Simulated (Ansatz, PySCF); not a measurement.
Species: CH$_{3}$Se (charge -1, singlet). 
Geometry from a B3LYP-D3(BJ)/def2-TZVP (Ansatz, an electronic-structure program) optimisation:
```
C
H 1 1.0933
H 1 1.0933 2 108.12
H 1 1.0933 2 108.12 3 116.83
Se 1 1.9953 2 110.79 4 121.59
```
Charge -1, spin multiplicity 1.

Total electronic energies in hartree. Cores are frozen in the correlated levels unless marked. No spin-orbit coupling. Frozen are the shells of the preceding noble gas and the d and f shells that filled before the atom's block. No relativistic terms. CBS marks a two-point X^-3 extrapolation of the correlation energy; Hartree-Fock from the larger set. [CCSD(T)-MP2]/basis is that difference in the basis named.

```json
[
 {"level": "HF/def2-QZVPPD", "program": "Ansatz", "energy (Eh)": "-2439.53622"},
 {"level": "BP86-D4/def2-TZVPD", "program": "PySCF + dftd4", "energy (Eh)": "-2441.79543"},
 {"level": "r2SCANh/def2-TZVPD", "program": "Ansatz", "energy (Eh)": "-2441.46819"},
 {"level": "MN15/def2-TZVPD", "program": "PySCF", "energy (Eh)": "-2441.77802"},
 {"level": "B2PLYP-D3(BJ)/def2-TZVPD", "program": "Ansatz + dftd3", "energy (Eh)": "-2441.05733"},
 {"level": "RI-MP2/aug-cc-pVTZ", "program": "Ansatz", "energy (Eh)": "-2439.88539"},
 {"level": "RI-MP2/aug-cc-pVQZ", "program": "Ansatz", "energy (Eh)": "-2439.91334"},
 {"level": "RI-MP2/def2-QZVPPD", "program": "Ansatz", "energy (Eh)": "-2439.90974"},
 {"level": "CCSD/cc-pVDZ", "program": "Ansatz", "energy (Eh)": "-2439.71939"},
 {"level": "CCSD/def2-TZVPP", "program": "Ansatz", "energy (Eh)": "-2439.85364"},
 {"level": "CCSD(T)/cc-pVTZ", "program": "Ansatz", "energy (Eh)": "-2439.91143"},
 {"level": "CCSD(T)/def2-TZVPPD", "program": "Ansatz", "energy (Eh)": "-2439.87884"},
 {"level": "RI-MP2/CBS(def2-TZVPPD,def2-QZVPPD)+[CCSD(T)-MP2]/def2-SVPD", "program": "Ansatz", "energy (Eh)": "-2439.9676"},
 {"level": "RI-MP2/CBS(aug-cc-pVTZ,aug-cc-pVQZ)+[CCSD(T)-MP2]/aug-cc-pVTZ", "program": "Ansatz", "energy (Eh)": "-2439.9734"},
 {"level": "CCSD(T)/CBS(def2-TZVPPD,def2-QZVPPD)", "program": "Ansatz", "energy (Eh)": "-2439.9678"}
]
```

Totals of different functionals don't rank their quality; only differences between species are comparable.
